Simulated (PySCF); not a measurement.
B3LYP has the VWN-RPA correlation part, as in Gaussian. Excitations are Tamm–Dancoff values on a coarser integration grid. The basis has no diffuse functions, so Rydberg states are missing or too high.

Cartesian coordinates (Å):
SMILES: [CH3][Ga]([NH2])[CH3]
```xyz
12

C     -1.4303    -1.4225    -0.0466
Ga    -0.0204    -0.0340    -0.0142
C     -0.2819     1.9029     0.2968
N      1.7014    -0.6002    -0.2983
H     -2.1726    -1.1964    -0.8146
H     -1.9539    -1.4578     0.9108
H     -1.0140    -2.4095    -0.2486
H      0.6563     2.4515     0.2114
H     -0.9912     2.3151    -0.4233
H     -0.6928     2.0762     1.2935
H      2.5039     0.0082    -0.3059
H      1.9623    -1.5582    -0.4661
```
Charge 0, spin multiplicity 1.

Problem. What T1 excitation (TDA), total energy, LUMO, S1–T1 gap (TDA) and dipole moment does B3LYP-D3(BJ)/def2-TZVP (PySCF) give?

Solution. 
```json
{
 "T1 excitation (TDA)": "4.91 eV",
 "total_energy": "-2060.7906 Ha",
 "LUMO": "-0.10 eV",
 "S1–T1 gap (TDA)": "1.07 eV",
 "dipole_moment": "0.32 D"
}
```
